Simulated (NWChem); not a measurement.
System: C$_{2}$H$_{8}$InN; SMILES [InH2][N](C)C

The following NWChem deck was run.

```
start job
memory heap 200 mb stack 900 mb global 1100 mb
geometry units angstroms noautoz
  In     0.132633     0.901460     0.000000
  H      0.185991     1.604624    -1.570125
  H      0.185991     1.604624     1.570125
  N     -0.021247    -1.130863     0.000000
  C     -0.081333    -1.919890     1.199462
  C     -0.081333    -1.919890    -1.199462
  H      0.754672    -2.648069     1.263987
  H     -1.017943    -2.513077     1.264111
  H     -0.032912    -1.284990     2.097884
  H     -1.017943    -2.513077    -1.264111
  H      0.754672    -2.648069    -1.263987
  H     -0.032912    -1.284990    -2.097884
end
basis spherical
  In library def2-svp
  H library def2-svp
  N library def2-svp
  C library def2-svp
end
ecp
  In library def2-ecp
end
dft
  xc becke97-2
  iterations 150
  mulliken
end
task dft energy
```

Structure relaxed at the PBE0/def2-SVP level. No frequency run checked for a minimum. def2 effective core potentials on In; no spin-orbit coupling.

Question: Give the results of this calculation. (B97-2/def2-SVP with def2 effective core potentials on In.) Quantities: energy (Ha); highest occupied level (eV); orbital gap (eV); dipole (D).

Answer: 
```yaml
energy (Ha): -325.94
highest occupied level (eV): -5.62
orbital gap (eV): 4.49
dipole (D): 0.15
```
